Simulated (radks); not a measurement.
The technetium ion Tc40+, configuration [He] 2s1.

All-electron calculation, Dirac Kohn-Sham, PBE, spin-unpolarised, spherical densities, point nucleus. Program: a radial shooting solver on a logarithmic mesh with Libxc functionals.

Energy parts (eV):
total: -56856.643
kinetic: 59933.550
electron-nucleus: -118033.209
Hartree: 2092.535
exchange-correlation: -849.520

Orbitals (lengths in bohr, moments of r in powers of bohr; r(max) is where P^2 peaks):
orbital,occ.,eigenvalue (eV),r(max),<r^2>
1s1/2,2,-24531.81,0.02223,0.001565
2s1/2,1,-5931.453,0.1205,0.02256

The highest occupied level is 2s1/2 at -5931.5 eV. Summed over all electrons, <r^2> = 0.02569 bohr^2, which gives a Langevin (diamagnetic) susceptibility term of -0.0203 x 10^-6 cm^3/mol. The density falls to 0.001 e/bohr^3 at r = 0.45 bohr.
